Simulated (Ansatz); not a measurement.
Isomers of C6H14, B3LYP-D3(BJ)/def2-TZVP minima from an xTB search, which can miss the lowest.
Isomer 1, SMILES CCC(C)(C)C (charge 0, multiplicity 1, Z-matrix in Å and degrees):
```
C
C 1 1.5338
H 2 1.0909 1 111.77
H 2 1.0923 3 107.52 1 121.52
H 2 1.0928 3 107.99 4 116.09
C 1 1.5339 2 109.51 3 58.01
H 6 1.0909 1 111.77 2 -57.98
H 6 1.0923 7 107.52 1 -121.53
H 6 1.0928 7 107.98 8 -116.09
C 1 1.5340 2 108.90 3 176.99
H 10 1.0923 1 111.02 2 -59.66
H 10 1.0926 11 107.89 1 -121.86
H 10 1.0926 11 107.89 12 -116.29
C 1 1.5439 2 110.75 3 -64.40
H 14 1.0949 1 107.97 2 -176.26
H 14 1.0949 15 106.03 1 -115.52
C 14 1.5270 15 108.91 16 -117.07
H 17 1.0911 14 111.88 15 -61.82
H 17 1.0911 18 107.81 14 123.43
H 17 1.0915 18 107.35 19 115.37
```
Isomer 2, SMILES CC(C)C(C)C (charge 0, multiplicity 1):
| atom | x (Å) | y (Å) | z (Å) |
|---|---|---|---|
| C | -1.0374 | -0.4246 | -1.3388 |
| C | -0.8030 | 0.3544 | -0.0424 |
| C | -1.7228 | -0.1637 | 1.0648 |
| C | 0.6770 | 0.3870 | 0.4051 |
| C | 1.2794 | -0.9999 | 0.6419 |
| C | 1.5486 | 1.1888 | -0.5633 |
| H | -2.0790 | -0.3343 | -1.6533 |
| H | -0.8284 | -1.4883 | -1.2064 |
| H | -0.4145 | -0.0591 | -2.1561 |
| H | -1.0821 | 1.3975 | -0.2326 |
| H | -1.5456 | -1.2216 | 1.2704 |
| H | -1.5732 | 0.3880 | 1.9957 |
| H | -2.7714 | -0.0595 | 0.7784 |
| H | 0.6887 | 0.9169 | 1.3649 |
| H | 1.3477 | -1.5675 | -0.2885 |
| H | 0.6941 | -1.5865 | 1.3510 |
| H | 2.2906 | -0.9113 | 1.0439 |
| H | 1.1359 | 2.1852 | -0.7368 |
| H | 2.5591 | 1.3089 | -0.1672 |
| H | 1.6360 | 0.6895 | -1.5307 |

Frozen-core correlation. MP2 and its Hartree–Fock in cc-pVQZ, cc-pVTZ are density fitted.

Programs: Ansatz (a first-principles code). Each number belongs to the level named beside it.

The energy of isomer 2 above isomer 1 is E(isomer 2) − E(isomer 1). Total energies (hartree):

| level | isomer 2 | isomer 1 |
|---|---|---|
| HF/cc-pVTZ | -235.4457758 | -235.4470836 |
| MP2/cc-pVTZ | -236.5203631 | -236.5234894 |
| HF/cc-pVQZ | -235.4606281 | -235.4619292 |
| MP2/cc-pVQZ | -236.5999296 | -236.6030054 |
| MP2/cc-pVDZ | -236.2615373 | -236.2646880 |
| CCSD(T)/cc-pVDZ | -236.3765496 | -236.3792743 |

**Question.** Work out the energy of isomer 2 above isomer 1 at the basis-set limit: extrapolate the MP2 correlation part as X⁻³, take Hartree–Fock from the larger set, and add the CCSD(T) − MP2 difference of cc-pVDZ.

**Answer.** 
1. Differences (1 hartree = 627.509 kcal/mol): HF/cc-pVTZ 0.821; MP2/cc-pVTZ 1.962; HF/cc-pVQZ 0.816; MP2/cc-pVQZ 1.930; MP2/cc-pVDZ 1.977; CCSD(T)/cc-pVDZ 1.710.
2. Correlation parts, MP2 less HF: 1.141 in cc-pVTZ (X = 3), 1.114 in cc-pVQZ (X = 4).
3. Limit (4³·(1.114) − 3³·(1.141))/(4³ − 3³) = 1.094; with HF/cc-pVQZ it gives 1.910.
4. CCSD(T) less MP2 in cc-pVDZ: -0.267.
Result: 1.64 kcal/mol, against 1.96 at MP2/cc-pVTZ. It is an estimate of this method's limit, not of the exact value.
